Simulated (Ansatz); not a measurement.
`O[SiH2]S[Si](F)(Cl)Cl` + H₂S → `F[Si](S)(Cl)Cl` + `O[SiH2]S`  (ligand exchange at the Si–S bond)

Program: Ansatz. Geometries: PBE0-D4/def2-TZVP. ΔE: electronic, gas phase. CCSD(T)/CBS is the MP2 limit (def2-TZVPP, def2-QZVPP) plus CCSD(T) − MP2 in def2-TZVPP, frozen cores. This one scheme is used for every species. One conformer a species, not always the lowest.

```tsv
species	CCSD(T)/CBS(def2) energy (Eh)
`O[SiH2]S[Si](F)(Cl)Cl`	-2072.54929
H₂S	-398.97279
`F[Si](S)(Cl)Cl`	-1707.01066
`O[SiH2]S`	-764.50758
```

Q: Work out ΔE.

A: ΔE = (-1707.01066) + (-764.50758) − (-2072.54929) − (-398.97279) = 0.00384 Eh = +0.10 eV.

Largest T1 diagnostic among the species: 0.011.

In def2-TZVPP, CCSD(T) changes the Hartree–Fock value by +0.10 eV (the triples alone add +0.02 eV) and MP2 by +0.11 eV. The D4 term adds +0.11 eV with B3LYP and +0.07 eV with PBE0; it sums over pairs of atoms, weighted by their polarisabilities, and B3LYP, whose exchange is more repulsive, gets the larger term.

B3LYP here is the variant with VWN-RPA as its local correlation; programs differ in this.
